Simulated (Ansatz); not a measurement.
Computed with Ansatz on PBE0-D4/def2-TZVP structures; ΔE is electronic, products minus reactants. CCSD(T)/CBS adds triple-zeta CCSD(T) − MP2 to the extrapolated MP2 energy (def2 sets, frozen cores). This one scheme is used for every species. DFT in def2-TZVPP. Each species was taken in one conformer, which may not be the lowest.

Consider the silylene formation by 1,1-elimination: `B[SiH](N)[SiH2]F` → `B[SiH](N)F` + `[SiH2]`.

`B[SiH](N)[SiH2]F`:

Z-matrix (Å, degrees):
```
Si
N 1 1.723
Si 1 2.353 2 110.0
B 1 1.991 2 113.9 3 -118.5
H 1 1.504 2 115.2 3 115.4
H 2 1.006 1 121.6 3 -57.9
H 2 1.006 1 120.1 3 153.7
F 3 1.609 1 110.9 2 -74.0
H 3 1.490 1 111.8 2 45.4
H 3 1.487 1 110.7 2 166.8
H 4 1.197 1 118.4 2 -177.3
H 4 1.196 1 123.8 2 5.1
```

`B[SiH](N)F`:

Z-matrix (Å, degrees):
```
Si
N 1 1.703
F 1 1.613 2 114.6
B 1 2.005 2 106.3 3 117.9
H 1 1.484 2 105.9 3 -115.4
H 2 1.006 1 122.8 3 86.5
H 2 1.006 1 122.2 3 -72.9
H 4 1.195 1 123.8 2 123.8
H 4 1.198 1 119.3 2 -54.0
```

`[SiH2]`:

```xyz
3

Si   -0.046    0.697   -0.134
H    -0.809   -0.268    0.766
H     0.855   -0.429   -0.632
```

(1) Is it downhill or uphill in electronic energy at CCSD(T)/CBS, and by how much? (Estimate.)

(2) What do these levels give: ωB97X-V, PBE, CCSD/def2-TZVPP, CCSD(T)/def2-TZVPP, MP2/CBS(def2), CCSD/CBS(def2)? (An estimate is asked.)

Largest T1 diagnostic among the species: 0.014.

## Answers

(1) Computed: Uphill: ΔE = +2.11 eV.

(2) The calculation gave: ωB97X-V 2.23, PBE 2.22, CCSD/def2-TZVPP 1.97, CCSD(T)/def2-TZVPP 2.03, MP2/CBS(def2) 2.26, CCSD/CBS(def2) 2.05 eV.

In def2-TZVPP, CCSD(T) changes the Hartree–Fock value by +0.21 eV (the triples alone add +0.06 eV) and MP2 by +0.36 eV. The D4 term adds +0.14 eV with B3LYP and +0.08 eV with PBE0; it sums over pairs of atoms, weighted by their polarisabilities, and B3LYP, whose exchange is more repulsive, gets the larger term.

B3LYP here is the variant with VWN-RPA as its local correlation; programs differ in this.
